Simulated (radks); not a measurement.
Results of a calculation; reference values are marked as such.
Problem. All-electron atom: Zn III in [Ar] 3d10. Level of theory: Dirac Kohn-Sham, LDA (Slater exchange, Perdew-Zunger correlation), spin-unpolarised, spherical densities, finite nucleus; Fermi nuclear charge, rms radius 3.9283 fm (a radial shooting solver on a logarithmic mesh with Libxc functionals). Some entries of the table are withheld. Estimate them.

orbital,occ.,eigenvalue (eV),<r> (bohr)
1s1/2,2,-9525.694,0.05038
2s1/2,2,-1176.356,0.2264
2p1/2,2,(1),0.1961
2p3/2,4,(2),0.1995
3s1/2,2,-149.5599,0.6829
3p1/2,2,(3),0.7073
3p3/2,4,(4),0.7183
3d3/2,4,(5),0.8761
3d5/2,6,(6),0.8828

Solution. 
(1) 2p1/2 eigenvalue (eV): -1039.727
(2) 2p3/2 eigenvalue (eV): -1015.901
(3) 3p1/2 eigenvalue (eV): -106.2982
(4) 3p3/2 eigenvalue (eV): -103.2294
(5) 3d3/2 eigenvalue (eV): -31.4389
(6) 3d5/2 eigenvalue (eV): -31.0741
